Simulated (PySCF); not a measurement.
Mg²⁺ (magnesium, charge +2): UHF calculation

Configuration: [Ne], closed-shell 1S. All numbers are calculated (PySCF 2.14, no relativity, point nucleus, in cc-pVDZ).

- Total energy: -198.824203 hartree
- One-electron energy: -271.0325 hartree
- Hartree (Coulomb) energy: 87.8759 hartree
- Exchange energy: -15.6676 hartree
- Kinetic energy: 198.69841 hartree
- ⟨S²⟩: 0.0000
- ⟨L²⟩: 0.000
- Sum of ⟨r⟩: 5.736 bohr
- Sum of ⟨r²⟩: 4.737 bohr²
- Density at the nucleus (Gaussians lack the cusp): 1060 bohr⁻³
- Langevin diamagnetic susceptibility: -3.75 ×10⁻⁶ cm³/mol
- Time after the integrals: 0.04 s of wall time on 1 thread of Neoverse-V1 (shared host)

```csv
shell,electrons,mean orbital energy (hartree),"rms radius, mean of both spins (bohr)"
1s,2,-49.78444,0.152
2s,2,-4.48910,0.755
2p,6,-3.01147,0.769
```
